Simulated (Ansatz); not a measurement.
Process, species as SMILES: Br[SiH2]Br → [SiH2]Br + Br atom (the Br-Si bond at the site shown breaks; other sites are not compared here)
Geometries: B3LYP-D3(BJ)/def2-TZVP minima from Ansatz (a program for electronic structure).

Quantity: bond dissociation energy (electronic energy difference), in kcal/mol. Cores are frozen in the correlated levels unless marked. Open shells are spin-unrestricted. No spin-orbit coupling. The frozen core is the preceding noble-gas configuration, with the filled d and f shells of earlier blocks. No relativistic terms. Basis-set limits of correlation are two-point, X^-3; Hartree-Fock from the larger set.

| level | program | bond dissociation energy (kcal/mol) |
|---|---|---|
| HF/def2-TZVPP | Ansatz | 70.3 |
| PBE-D4/def2-TZVPD | Ansatz + dftd4 | 95.5 |
| B3LYP-D3(BJ)/def2-TZVPD | Ansatz + dftd3 | 92.9 |
| CAM-B3LYP-D4/def2-TZVPD | Ansatz + dftd4 | 92.8 |

Q: Estimate the value at CCSD(T)/CBS(def2-TZVPPD,def2-QZVPPD) as computed with Ansatz.

A: 97.6 kcal/mol, so CAM-B3LYP-D4/def2-TZVPD differs from it by -4.8 kcal/mol.
